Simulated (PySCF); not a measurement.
Molecule: SMILES C1CC(=O)CCC1, C6H10O.

Cartesian coordinates in Å; atom numbers follow the order of the lines, from 1:
```xyz
17

O     2.5750    0.4855   -0.1196
C     1.4062    0.3041    0.1226
C     0.3999    1.4351    0.1786
C    -0.8685    1.1216   -0.6185
C    -1.4604   -0.2263   -0.2230
C    -0.4389   -1.3449   -0.3929
C     0.8365   -1.0704    0.4075
H     0.1328    1.5744    1.2426
H     0.8960    2.3548   -0.1619
H    -1.6054    1.9283   -0.4803
H    -0.6232    1.1078   -1.6950
H    -2.3592   -0.4377   -0.8240
H    -1.7930   -0.1877    0.8304
H    -0.8667   -2.3143   -0.0924
H    -0.1797   -1.4393   -1.4620
H     1.6222   -1.8153    0.2183
H     0.5996   -1.1023    1.4872
```

Spin–spin couplings on one PBE0-D3(BJ)/def2-SVP geometry, PySCF 2.14.0 with density-fitted response routines, gas phase, non-relativistic, equivalent pairs averaged (without the spin–dipole term); isotopes 13C; functional B3LYP.

Reference values (Hz): 1J(C2,C3) = 37.3 (measured; liquid or solution; F. J. Weigert, PhD thesis, Caltech 1968 (Carbon-13 magnetic resonance spectroscopy)).

Task: How do the couplings (Hz) change with the basis set? Times are CPU seconds on shared hosts with different chips, so compare them loosely. Far from the basis limit: 6-31G*, pcJ-0, 6-31G-J, def2-TZVP.

Result: 
| basis set | functions | 1J(C2,C3) | abs. error | core-s |
| --- | --- | --- | --- | --- |
| 6-31G* | 118 | 50.3 | 13.0 | 12 |
| pcJ-0 | 121 | 27.6 | 9.7 | 15 |
| 6-31G-J | 124 | 38.5 | 1.2 | 14 |
| def2-TZVP | 277 | 38.3 | 1.0 | 42 |
| pcJ-1 | 289 | 39.5 | 2.2 | 51 |

Errors compare magnitudes, without vibrational corrections. Closest: def2-TZVP; furthest: 6-31G*.

The Fermi-contact term samples the wavefunction at the nucleus, which is why sets with added tight s functions (names with J) are made for couplings. Agreement of an ordinary basis with the reference is then largely a cancellation of errors.
